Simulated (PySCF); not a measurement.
## Calculated data, AlBH5NSi, AlBCl2, CH4AlBSi

All values are calculated (PySCF 2.14.0). Calculation on a computer-drawn molecule: the log of a Hartree-Fock and frozen-core CCSD(T) single point meant for a local Hartree-Fock minimum, with one planted fault or none, to be diagnosed. Offsets are logged minus clean, where the clean run is the same molecule without the fault. The reference is restricted for singlets and unrestricted otherwise, and also for a bond in bohr or an excited solution. Adding or removing an electron swaps singlet and doublet. The excited solution moves the top pair (singlet) or top alpha electron (doublet) to the lowest empty orbital. Highest occupied and lowest empty are orbital energies over both spins, largest force is the largest gradient component, triples share is (T) over the correlation energy, the T1 limit is 0.02 restricted and 0.045 unrestricted, electrons count all cores, a negative frequency is imaginary (commonest isotopes), and the dipole is about the centre of nuclear charge.

Common to all runs: meant charge 0; meant multiplicity 1; meant basis cc-pV(D+d)Z; logged SCF converged yes; logged CC converged yes; logged SCF stable within its kind yes; possible faults no fault, one electron removed, one electron added, multiplicity raised by two, geometry at a saddle point, SCF held on an excited solution, minimal basis STO-3G, one bond length entered in bohr, all coordinates scaled.

(1) 
```xyz
9
formula=AlBH5NSi logged_electrons=44 logged_basis_functions=99 logged_spin_squared=1.3302 logged_highest_occupied=-7.6535 logged_lowest_empty=0.55713 logged_largest_force=0.068083 logged_T1_diagnostic=0.080717 logged_D1_diagnostic=0.38322 logged_triples_share=0.038001 logged_dipole_magnitude=1.8135 logged_energy_HF=-612.76968 logged_energy_CCSD(T)=-613.23875 planted_fault=one_bond_length_entered_in_bohr,row_3_of_the_drawn_bonds HF_energy_offset_from_clean_run=83.9 CCSD(T)_energy_offset_from_clean_run=83.94
Al     0.4322    -1.4768     3.5213
B      1.3538    -0.6239     1.6508
N      1.7329    -1.3625     0.5038
Si     3.0810    -0.0758    -2.2298
H      1.5691     0.5732     1.5592
H      1.5869    -2.3546     0.5018
H      4.3584     0.6036    -1.9266
H      2.1712     0.8991    -2.8686
H      3.3334    -1.1937    -3.1692
```

Units: logged_highest_occupied, logged_lowest_empty in eV; logged_largest_force in hartree/bohr; logged_dipole_magnitude in debye; logged_energy_HF, logged_energy_CCSD(T) in hartree; HF_energy_offset_from_clean_run, CCSD(T)_energy_offset_from_clean_run in kcal/mol.

Drawn bonds:
```
atom  other atom  order
   1           2      1
   2           3      1
   3           4      1
   2           5      1
   3           6      1
   4           7      1
   4           8      1
   4           9      1
```

Notes: T1 above single-reference limit.

(2) 
```xyz
4
formula=AlBCl2 logged_electrons=51 logged_basis_functions=83 logged_spin_squared=0.7892 logged_highest_occupied=-15.352 logged_lowest_empty=-6.1872 logged_largest_force=0.041718 logged_T1_diagnostic=0.023166 logged_D1_diagnostic=0.080747 logged_triples_share=0.034097 logged_dipole_magnitude=9.3943 logged_energy_HF=-1185.39754 logged_energy_CCSD(T)=-1185.82742 planted_fault=one_electron_removed HF_energy_offset_from_clean_run=161 CCSD(T)_energy_offset_from_clean_run=175.9
Al    -0.6696    -2.8159     3.0077
B     -1.1788    -1.1319     1.5914
Cl    -0.4618     0.4895     1.7534
Cl    -2.3222    -1.3427     0.2432
```

Units: logged_highest_occupied, logged_lowest_empty in eV; logged_largest_force in hartree/bohr; logged_dipole_magnitude in debye; logged_energy_HF, logged_energy_CCSD(T) in hartree; HF_energy_offset_from_clean_run, CCSD(T)_energy_offset_from_clean_run in kcal/mol.

Drawn bonds:
```
atom  other atom  order
   1           2      1
   2           3      1
   2           4      1
```

(3) 
```xyz
4
formula=AlBCl2 logged_electrons=52 logged_basis_functions=83 logged_spin_squared=0 logged_highest_occupied=-5.7955 logged_lowest_empty=-0.56587 logged_largest_force=0.023174 logged_T1_diagnostic=0.046727 logged_D1_diagnostic=0.19917 logged_triples_share=0.047977 logged_dipole_magnitude=9.4855 logged_energy_HF=-1185.54224 logged_energy_CCSD(T)=-1186.02266 planted_fault=one_bond_length_entered_in_bohr,row_1_of_the_drawn_bonds HF_energy_offset_from_clean_run=70.17 CCSD(T)_energy_offset_from_clean_run=53.41
Al    -0.6696    -2.8159     3.0077
B     -1.6318     0.3665     0.3313
Cl    -0.9149     1.9879     0.4933
Cl    -2.7752     0.1557    -1.0169
```

Units: logged_highest_occupied, logged_lowest_empty in eV; logged_largest_force in hartree/bohr; logged_dipole_magnitude in debye; logged_energy_HF, logged_energy_CCSD(T) in hartree; HF_energy_offset_from_clean_run, CCSD(T)_energy_offset_from_clean_run in kcal/mol.

Drawn bonds:
```
atom  other atom  order
   1           2      1
   2           3      1
   2           4      1
```

Notes: T1 above single-reference limit.

(4) 
```xyz
8
formula=CH4AlBSi logged_electrons=42 logged_basis_functions=94 logged_spin_squared=0 logged_highest_occupied=-8.1292 logged_lowest_empty=0.096597 logged_largest_force=1.734e-05 logged_lowest_frequency=60.544 logged_T1_diagnostic=0.015887 logged_D1_diagnostic=0.040163 logged_triples_share=0.03548 logged_dipole_magnitude=1.604 logged_energy_HF=-595.65638 logged_energy_CCSD(T)=-596.07792 planted_fault=no_fault HF_energy_offset_from_clean_run=0 CCSD(T)_energy_offset_from_clean_run=0
Al    -1.6342    -3.0579     3.0422
B     -0.7149    -1.3676     1.9027
C     -0.2120    -0.2631     1.2174
Si    -1.1862     1.3163     1.2717
H      0.7192    -0.2826     0.6557
H     -2.4111     1.1119     2.0886
H     -0.4126     2.4293     1.8771
H     -1.6068     1.7600    -0.0811
```

Units: logged_highest_occupied, logged_lowest_empty in eV; logged_largest_force in hartree/bohr; logged_lowest_frequency in cm⁻¹; logged_dipole_magnitude in debye; logged_energy_HF, logged_energy_CCSD(T) in hartree; HF_energy_offset_from_clean_run, CCSD(T)_energy_offset_from_clean_run in kcal/mol.

Drawn bonds:
```
atom  other atom  order
   1           2      1
   2           3      2
   3           4      1
   3           5      1
   4           6      1
   4           7      1
   4           8      1
```
